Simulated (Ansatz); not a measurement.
A made-up structure of GeH$_{3}$O (charge +1), closed shell:

| atom | x (Å) | y (Å) | z (Å) |
| --- | --- | --- | --- |
| O1 | 0.8232 | -0.5446 | 0.6655 |
| Ge2 | -0.2268 | 0.4086 | -0.2654 |
| H3 | -0.9692 | 0.3111 | 1.0459 |
| H4 | -1.4966 | -0.2172 | -0.8268 |
| H5 | 0.2884 | 1.8273 | -0.4071 |

It is relaxed with PBE-D4/def2-SVP and then PBE0-D4/def2-TZVP (Ansatz 0.2.0). Atoms count as bonded within 1.22 times the sum of their covalent radii (H–H: 0.88 Å). The end point is not checked to be a true minimum.

Q: Does its bonding change? (Judge from chemistry; the calculation decides.)

A: By the calculation: Yes. Formed: O1–H3; broken: Ge2–H3.

Where it ends: The first stage lowers the energy by 5.53 eV in 11 steps. It ends as GeH₃O ([OH][GeH2]), total charge +1:
```
5
angstrom
O 0.1384 0.0549 1.1004
Ge -0.3597 0.6418 -0.4113
H -0.3161 -0.7008 1.4997
H -1.5237 -0.0344 -1.1234
H 0.4801 1.8238 -0.8535
```

Labels in which every atom is bracketed show which atoms are joined, not bond orders.

For scale, one of the runs: PBE0-D4/def2-TZVP relaxation, 97 basis functions, launched by `ansatz run in.yaml --threads 2 --pin off --events-out ev --progress --plain --max-ram 4352MiB`. Hardware: 2 CPU threads of an Arm Neoverse V2, shared host. Wall time about 5.5 s.
